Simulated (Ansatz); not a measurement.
Ansatz (a quantum-chemistry and plane-wave program) input:

Ansatz 0.2 input:
```yaml
crystal:
  periodic: [false, false, false]
  atoms:
    - {symbol: C, position_ang: [1.58435178, -1.06342661, -0.83563525]}
    - {symbol: C, position_ang: [0.86420597, -0.22815173, 0.17196335]}
    - {symbol: C, position_ang: [1.68422006, 0.70210177, 1.00488254]}
    - {symbol: C, position_ang: [-0.61878987, 0.04178093, -0.00650249]}
    - {symbol: C, position_ang: [-1.36283582, -1.21535707, -0.48563152]}
    - {symbol: C, position_ang: [-0.80635674, 1.15525097, -1.06442814]}
    - {symbol: C, position_ang: [-1.26547002, 0.50593126, 1.30876715]}
    - {symbol: H, position_ang: [1.10040918, -2.02631511, -1.00883085]}
    - {symbol: H, position_ang: [1.64390382, -0.56800946, -1.81857188]}
    - {symbol: H, position_ang: [2.61074461, -1.25784108, -0.52120477]}
    - {symbol: H, position_ang: [1.26365490, 0.85963603, 1.99969877]}
    - {symbol: H, position_ang: [1.77223963, 1.70078435, 0.54658713]}
    - {symbol: H, position_ang: [2.70025058, 0.32449672, 1.12834156]}
    - {symbol: H, position_ang: [-2.43355125, -1.01302271, -0.55377064]}
    - {symbol: H, position_ang: [-1.02637958, -1.53686193, -1.47145842]}
    - {symbol: H, position_ang: [-1.21897131, -2.04465825, 0.21010096]}
    - {symbol: H, position_ang: [-0.38792934, 0.85760966, -2.02744335]}
    - {symbol: H, position_ang: [-1.86812778, 1.36859880, -1.21147068]}
    - {symbol: H, position_ang: [-0.31875575, 2.08050007, -0.75261165]}
    - {symbol: H, position_ang: [-2.34001442, 0.64057472, 1.17006202]}
    - {symbol: H, position_ang: [-0.85701016, 1.45734751, 1.64992768]}
    - {symbol: H, position_ang: [-1.11641541, -0.23161641, 2.10015031]}
basis:
  gaussian:
    orbitals: aug-cc-pVDZ
magnetization: {spin_polarized: true, initial_magnetization: 1}
correlation: {method: ccsd_t, electrons: outside_noble_gas}
output: {forces: true}
```

Task: Predict the final energy.

Result: -274.97153 Eh (CCSD(T)/aug-cc-pVDZ). The basis has 296 functions.

It need not be the lowest isomer of its formula.
